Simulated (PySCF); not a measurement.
Br2Sb, multiplicity 2. Atoms are numbered in the order given.

```xyz
3

Sb     0.0000     0.0000     0.9359
Br     0.0000     1.9257    -0.6819
Br     0.0000    -1.9257    -0.6819
```
Charge 0, spin multiplicity 2.

Geometry optimised at PBE0-D3(BJ)/def2-SVP. The multiplicity is an assumed one; other spin states were not compared. The isomer is the one that the SMILES or the coordinates give; other isomers of the formula were not compared. The def2 effective core potentials stand for the cores of Sb; spin–orbit coupling is left out.

These are B3LYP/def2-TZVPD (PySCF) values and carry that method's errors.

Computed frontier levels, dipole moment and polarisability:
* **α spin, highest occupied and lowest empty level**: -6.07 and -2.43 eV
* **β spin, highest occupied and lowest empty level**: -8.18 and -3.79 eV
* **dipole moment**: 2.31 D
* **quadrupole, principal values (traceless, Buckingham form, about the centre of nuclear charge)**: -4.37, -0.35, 4.72 D·Å
* **mean static polarisability**: 90.5 bohr³ (13.41 Å³)
* **polarisability, principal values**: 66.5, 87.7, 117.3 bohr³
* **⟨S²⟩**: 0.753 (pure state 0.75)
